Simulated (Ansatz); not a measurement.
Start from `[SiH3]O[SiH2]BS` and change one atom or group to get `[AlH2][NH][SiH2]O[SiH3]`.

Ansatz, PBE0-D4/def2-TZVP geometries, multiplicity 1. Each molecule was computed in one conformer, which needn't be the lowest.

| property | `[SiH3]O[SiH2]BS` |
| --- | --- |
| HOMO energy (PBE0/def2-TZVPP) / eV | -8.05 |
| HOMO–LUMO gap (PBE0/def2-TZVPP) / eV | 6.24 |
| LUMO energy (B3LYP/def2-TZVPP) / eV | -1.96 |
| size of the dipole moment (PBE/def2-TZVPP) / D | 0.59 |
| size of the dipole moment (B3LYP/def2-TZVPP) / D | 0.55 |
| HOMO–LUMO gap (PBE/def2-TZVPP) / eV | 4.11 |

(1) What does the change do to each property? (Estimate.)

## Answers

(1) Computed: 
```csv
property,`[AlH2][NH][SiH2]O[SiH3]`,shift
HOMO energy (PBE0/def2-TZVPP) / eV,-8.16,-0.11
HOMO–LUMO gap (PBE0/def2-TZVPP) / eV,7.14,0.90
LUMO energy (B3LYP/def2-TZVPP) / eV,-1.22,0.74
size of the dipole moment (PBE/def2-TZVPP) / D,1.14,0.55
size of the dipole moment (B3LYP/def2-TZVPP) / D,1.16,0.61
HOMO–LUMO gap (PBE/def2-TZVPP) / eV,5.06,0.95
```

With PBE0 the HOMO falls by 0.11 eV and the LUMO rises by 0.79 eV, so the gap widens by about 0.90 eV. PBE moves the HOMO by -0.03 eV and ωB97M-V by -0.32 eV. Dipoles are sizes alone; their direction can turn.

B3LYP here is the variant with VWN-RPA as its local correlation; programs differ in this.
